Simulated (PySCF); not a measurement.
Molecule: SMILES [SiH]([SiH2][SiH3])([SiH3])[SiH3], H12Si5.

Geometry:
| atom | x (Å) | y (Å) | z (Å) |
| --- | --- | --- | --- |
| Si1 | 3.011 | -0.584 | 0.015 |
| Si2 | 0.825 | -1.419 | 0.157 |
| Si3 | -0.681 | 0.186 | -0.653 |
| Si4 | -2.875 | -0.609 | -0.432 |
| Si5 | -0.419 | 2.157 | 0.589 |
| H6 | 3.119 | 0.670 | 0.822 |
| H7 | 4.012 | -1.572 | 0.524 |
| H8 | 3.330 | -0.263 | -1.411 |
| H9 | 0.705 | -2.688 | -0.628 |
| H10 | 0.488 | -1.709 | 1.587 |
| H11 | -0.377 | 0.463 | -2.095 |
| H12 | -3.050 | -1.882 | -1.196 |
| H13 | -3.145 | -0.876 | 1.015 |
| H14 | -3.866 | 0.395 | -0.928 |
| H15 | -1.388 | 3.201 | 0.133 |
| H16 | -0.674 | 1.862 | 2.033 |
| H17 | 0.970 | 2.691 | 0.446 |

Geometry PBE0-D3(BJ)/def2-SVP throughout; GIAO in PySCF 2.14, gas phase, one conformer, non-relativistic; equivalent atoms averaged; functional PBE0.

**Question.** How do the absolute shieldings σ depend on the basis set? (ppm; last column core-seconds on shared hosts with different chips, so compare them loosely)

**Answer.** 
| basis set | functions | Si2 | Si4/Si5 | Si3 | Si1 | H12/H13/H14/H15/H16/H17 | H6/H7/H8 | H9/H10 | H11 | core-s |
| --- | --- | --- | --- | --- | --- | --- | --- | --- | --- | --- |
| STO-3G | 57 | 594.1 | 596.7 | 599.5 | 599.8 | 31.14 | 31.15 | 31.27 | 31.46 | 8.2 |
| 6-31G | 89 | 530.3 | 521.7 | 544.1 | 526.3 | 29.28 | 29.33 | 29.53 | 29.75 | 16 |
| pcSseg-0 | 89 | 513.7 | 495.6 | 540.3 | 505.0 | 29.50 | 29.56 | 29.80 | 30.18 | 9.1 |
| 6-31G* | 114 | 499.4 | 486.3 | 517.4 | 488.4 | 28.10 | 28.16 | 28.28 | 28.53 | 20 |
| def2-SVP | 150 | 516.1 | 503.3 | 535.1 | 505.6 | 27.66 | 27.70 | 27.85 | 28.20 | 24 |
| cc-pVDZ | 150 | 514.6 | 507.0 | 528.4 | 508.1 | 27.60 | 27.64 | 27.75 | 28.08 | 21 |
| pcSseg-1 | 180 | 464.2 | 453.5 | 483.6 | 457.0 | 27.57 | 27.61 | 27.75 | 28.09 | 21 |
| aug-cc-pVDZ | 243 | 511.8 | 508.8 | 526.9 | 513.8 | 27.56 | 27.59 | 27.70 | 28.02 | 45 |
| 6-311+G(2d,p) | 247 | 454.8 | 445.4 | 473.3 | 449.4 | 27.52 | 27.56 | 27.66 | 28.00 | 56 |
| def2-TZVP | 257 | 445.7 | 434.7 | 466.0 | 439.2 | 27.49 | 27.53 | 27.64 | 27.99 | 65 |

**Question.** Which nucleus moves most, in ppm?

**Answer.** Si4/Si5 (silicon bonded to Si, 3 H): from 434.7 ppm with def2-TZVP to 596.7 ppm with STO-3G. The smallest spread is 3.47 ppm, at H11.

**Question.** Taking the largest basis, def2-TZVP (257 functions), as the yardstick, rank the others by their worst heavy-atom deviation.

**Answer.** 6-311+G(2d,p) 10.6 ppm (247 functions), pcSseg-1 18.7 ppm (180 functions), 6-31G* 53.7 ppm (114 functions), def2-SVP 70.4 ppm (150 functions), cc-pVDZ 72.3 ppm (150 functions), pcSseg-0 74.3 ppm (89 functions), aug-cc-pVDZ 74.6 ppm (243 functions), 6-31G 87.1 ppm (89 functions), STO-3G 161.9 ppm (57 functions).

A small basis that lands close on one nucleus may do so by chance; judge by the trend and by all nuclei.
